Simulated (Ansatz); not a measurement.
Ag₄F₃⁺. The state is a singlet with charge 1. Geometry r2SCAN-D4/def2-SVP.

```xyz
7

Ag    0.341    2.281    3.238
Ag   -0.197   -1.344   -1.914
Ag    1.291    0.524   -0.343
Ag   -1.274   -0.379    0.555
F     1.678   -0.422   -2.161
F    -1.991   -1.715   -0.879
F     0.152    1.056    1.504
```

In the def2 sets Ag takes a core potential; there is no spin–orbit coupling. B3LYP takes the VWN-RPA correlation. No other spin state of charge 1 was run. Another isomer (singlet) lies 0.35 eV lower at PBE0-D4/def2-TZVP; other spin states weren't run for this one.

Problem. Estimate the orbital energies around the gap (eV) in Ansatz with PBE-D4/def2-SVP, r2SCAN-D4/def2-TZVP, B3LYP-D4/def2-TZVP, PBE0-D4/def2-SVP, PBE0-D4/def2-TZVP.

Solution. 
```
orbital  PBE-D4/def2-SVP  r2SCAN-D4/def2-TZVP  B3LYP-D4/def2-TZVP  PBE0-D4/def2-SVP  PBE0-D4/def2-TZVP
 HOMO−5           -11.15               -11.40              -12.62            -12.69             -12.83
 HOMO−4           -11.11               -11.37              -12.51            -12.64             -12.72
 HOMO−3           -11.04               -11.32              -12.51            -12.62             -12.71
 HOMO−2           -10.41               -10.72              -11.91            -11.99             -12.12
 HOMO−1           -10.13               -10.33              -11.41            -11.48             -11.57
   HOMO            -9.97               -10.14              -11.17            -11.24             -11.33
   LUMO            -9.04                -8.79               -8.57             -8.04              -8.09
 LUMO+1            -7.40                -7.23               -6.82             -6.31              -6.43
 LUMO+2            -6.04                -5.74               -5.45             -4.96              -5.02
 LUMO+3            -5.46                -5.16               -4.81             -4.29              -4.39
 LUMO+4            -4.86                -4.56               -4.63             -4.21              -4.26
 LUMO+5            -4.67                -4.38               -4.46             -3.96              -4.05
```
